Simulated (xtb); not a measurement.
xtb input (GFN1-xTB):

```bash
xtb mol.xyz --gfn 1 --sp --chrg 1 --uhf 0
```
mol.xyz:
```
13

N     -0.14792313     1.62764443    -0.58665829
Si     0.11106890     0.03075369    -0.17940090
N      1.63004176    -0.29453153     0.43867692
N     -0.72667629    -1.06390531    -1.13508847
O     -0.81322169    -0.30687601     1.43581853
H     -0.69221960     1.91915752    -1.38321962
H      0.31176065     2.40123230    -0.13234131
H      2.45795363     0.09788520     0.01606900
H      1.84468434    -1.07703568     1.03712303
H     -0.33708379    -1.96334720    -1.37340756
H     -1.48884166    -0.81139487    -1.74564350
H     -1.70265383    -0.68910939     1.37098513
H     -0.73088718     0.26261549     2.21698795
```

End of the output:

```
         :::::::::::::::::::::::::::::::::::::::::::::::::::::
         ::                     SUMMARY                     ::
         :::::::::::::::::::::::::::::::::::::::::::::::::::::
         :: total energy             -20.190876122231 Eh    ::
         :: gradient norm              0.029023018072 Eh/a0 ::
         :: HOMO-LUMO gap              5.634797175108 eV    ::
         ::.................................................::
         :: SCC energy               -20.402262313953 Eh    ::
         :: -> electrostatic           0.143443549422 Eh    ::
         :: repulsion energy           0.215760405791 Eh    ::
         :: dispersion energy         -0.004374214068 Eh    ::
         :: halogen bond corr.         0.000000000000 Eh    ::
         :: add. restraining           0.000000000000 Eh    ::
         :: total charge               1.000000000000 e     ::
         :::::::::::::::::::::::::::::::::::::::::::::::::::::

           -------------------------------------------------
          |                Property Printout                |
           -------------------------------------------------

    * Orbital Energies and Occupations

         #    Occupation            Energy/Eh            Energy/eV
      -------------------------------------------------------------
         1        2.0000           -1.0090570             -27.4578
       ...           ...                  ...                  ...
         4        2.0000           -0.8898971             -24.2153
         5        2.0000           -0.8563035             -23.3012
         6        2.0000           -0.8267045             -22.4958
         7        2.0000           -0.7719125             -21.0048
         8        2.0000           -0.7123485             -19.3840
         9        2.0000           -0.7060604             -19.2129
        10        2.0000           -0.6985964             -19.0098
        11        2.0000           -0.6909175             -18.8008
        12        2.0000           -0.6496822             -17.6788
        13        2.0000           -0.6461202             -17.5818
        14        2.0000           -0.5856558             -15.9365
        15        2.0000           -0.5800867             -15.7850
        16        2.0000           -0.5708162             -15.5327 (HOMO)
Note: The following floating-point exceptions are signalling: IEEE_DENORMAL
normal termination of xtb
        17                         -0.3637412              -9.8979 (LUMO)
        18                         -0.3010044              -8.1907
        19                         -0.2756285              -7.5002
        20                         -0.2667400              -7.2584
        21                         -0.2538269              -6.9070
        22                         -0.2408223              -6.5531
        23                         -0.2293166              -6.2400
        24                         -0.2145193              -5.8374
        25                         -0.1781974              -4.8490
        26                         -0.1461964              -3.9782
        27                         -0.1371587              -3.7323
       ...                                ...                  ...
        41                          1.3900401              37.8249
      -------------------------------------------------------------
                  HL-Gap            0.2070750 Eh            5.6348 eV
             Fermi-level           -0.4672787 Eh          -12.7153 eV

  Mulliken/CM5 charges         n(s)   n(p)   n(d)
     1N    -0.45296 -0.87116   1.412  4.041  0.000
     2Si    0.57110  0.63849   0.927  1.375  1.127
     3N    -0.44960 -0.86745   1.415  4.035  0.000
     4N    -0.46159 -0.87982   1.416  4.045  0.000
     5O    -0.47333 -0.80038   1.682  4.791  0.000
     6H     0.24072  0.43582   0.759  0.000  0.000
     7H     0.23891  0.43391   0.761  0.000  0.000
     8H     0.24131  0.43622   0.759  0.000  0.000
     9H     0.23811  0.43349   0.762  0.000  0.000
    10H     0.24174  0.43652   0.758  0.000  0.000
    11H     0.23686  0.43143   0.763  0.000  0.000
    12H     0.41276  0.58584   0.587  0.000  0.000
    13H     0.41598  0.58709   0.584  0.000  0.000

Wiberg/Mayer (AO) data.
largest (>0.10) Wiberg bond orders for each atom

 ---------------------------------------------------------------------------
     #   Z sym  total        # sym  WBO       # sym  WBO       # sym  WBO
 ---------------------------------------------------------------------------
     1   7 N    3.277 --     2 Si   1.403     7 H    0.897     6 H    0.896
     2  14 Si   5.035 --     1 N    1.403     3 N    1.400     4 N    1.372
                             5 O    0.621
     3   7 N    3.278 --     2 Si   1.400     8 H    0.897     9 H    0.896
     4   7 N    3.264 --     2 Si   1.372    11 H    0.899    10 H    0.894
     5   8 O    2.267 --    13 H    0.803    12 H    0.800     2 Si   0.621
     6   1 H    0.942 --     1 N    0.896
     7   1 H    0.943 --     1 N    0.897
     8   1 H    0.943 --     3 N    0.897
     9   1 H    0.944 --     3 N    0.896
    10   1 H    0.944 --     4 N    0.894
    11   1 H    0.943 --     4 N    0.899
    12   1 H    0.847 --     5 O    0.800
    13   1 H    0.836 --     5 O    0.803
 ---------------------------------------------------------------------------

Topologies differ in total number of bonds
Writing topology from bond orders to xtbtopo.mol

 dipole moment from electron density (au)
     X       Y       Z
  -0.9774  -0.0024   1.0382  total (Debye):    3.624

           -------------------------------------------------
          | TOTAL ENERGY              -20.190876122231 Eh   |
          | GRADIENT NORM               0.029023018072 Eh/α |
          | HOMO-LUMO GAP               5.634797175108 eV   |
           -------------------------------------------------

------------------------------------------------------------------------
------------------------------------------------------------------------
 total:
 SCF:
```

It need not be the lowest isomer of its formula.
